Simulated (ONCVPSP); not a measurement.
**Which change was made? (Pb, ONCV)**

- Element: lead (Pb)
- Generator: ONCVPSP 4.0.1
- Type: optimised norm-conserving Vanderbilt (ONCV)
- Functional: LDA (Perdew-Wang 92)
- Relativity: scalar-relativistic
- Frozen core: [Xe] 4f14 5d10
- Valence charge: 4
- Reference configuration: 6s2 6p1 (charge +1)
- Partial waves: 6s: rc 1.75 bohr, ncon 5, nbas 9, qcut 2.9 1/bohr, 2 projectors, debl 1.4 Ha; 6p: rc 2.15 bohr, ncon 5, nbas 10, qcut 3.4 1/bohr, 2 projectors, debl 2.6 Ha
- Local potential: polynomial inside 1.10 bohr (lpopt 5, dvloc0 0 Ha)
- Core correction: none

Cutoffs, loose and tight: the cutoffs (Ha) at which the residual kinetic energy of the hardest occupied pseudo-wave falls to 1 and 0.1 mHa per electron. They do not see the model core or the augmentation charge, which bear on the density cutoff. Test errors are all-electron minus pseudo excitation energies from the reference, over the configurations 6s2 6p2; 6s2 6p0; 6s1 6p0; 6s1 6p2; variants that change the core or the reference have their own tests. The largest error is taken over the tests solved by every variant that gives reliable tests at all, those not shown here included: 6s1 6p0; 6s1 6p2; 6s2 6p0.

The base gives: outcome: generated; cutoff, loose: 62 Ha; cutoff, tight: 75 Ha; bound ghosts: s, p; GHOST(+) flags above zero: s; largest test error (meV): +232.

Problem. After one change the result is: outcome: generated; cutoff, loose: 62 Ha; cutoff, tight: 75 Ha; bound ghosts: s, p; GHOST(+) flags above zero: s; largest test error (meV): +183. Which change was it?
A. s: nproj 0; local potential the s channel
B. functional PBE
C. reference 6s1.75 6p2.25

Solution. B. The others give: s: nproj 0; local potential the s channel → outcome: generated; cutoff, loose: 62 Ha; cutoff, tight: 75 Ha; bound ghosts: none; GHOST(+) flags above zero: p; largest test error (meV): +241 | reference 6s1.75 6p2.25 → outcome: generated; cutoff, loose: 62 Ha; cutoff, tight: 75 Ha; bound ghosts: s, p; GHOST(+) flags above zero: s; largest test error (meV): +74.
